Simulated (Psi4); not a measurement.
Si$_{2}$, triplet, at a GFN2-xTB geometry. Base run: BLYP/def2-SV(P) (Psi4).

The Psi4 input:
```
memory 2 GB

molecule {
0 3
  Si   -0.00000000   -0.00000000   -1.08705761
  Si    0.00000000    0.00000000    1.08705761
}

set basis def2-sv(p)
set reference uks

energy('blyp')
print_variables()
```

Variants of this job, named by their change:

```tsv
change	ΔE vs base (µEh)	SCF cycles	grid points	basis functions
base	0.0	9	41322	36
e_convergence = 1e-4	0.0	9	41322	36
scf_type = pk	41.2	9	41322	36
d_convergence = 1e-8	0.0	10	41322	36
level_shift = 1.0	619	7	41322	36
dft_spherical_points = 590	5.2	9	80626	36
dft_nuclear_scheme = becke	0.0	9	41322	36
guess = modhuckel	0.0	9	41322	36
scf_type = cd	-452	9	41322	36
soscf = true	619	7	41322	36
d_convergence = 1e-10	0.0	12	41322	36
dft_basis_tolerance = 1e-8	0.0	9	39636	36
dft_spherical_points = 974	5.4	9	133202	36
```

Open shells are given as the SCF converged; they aren't shown to be the lowest states, and a large step between rows can be another state.
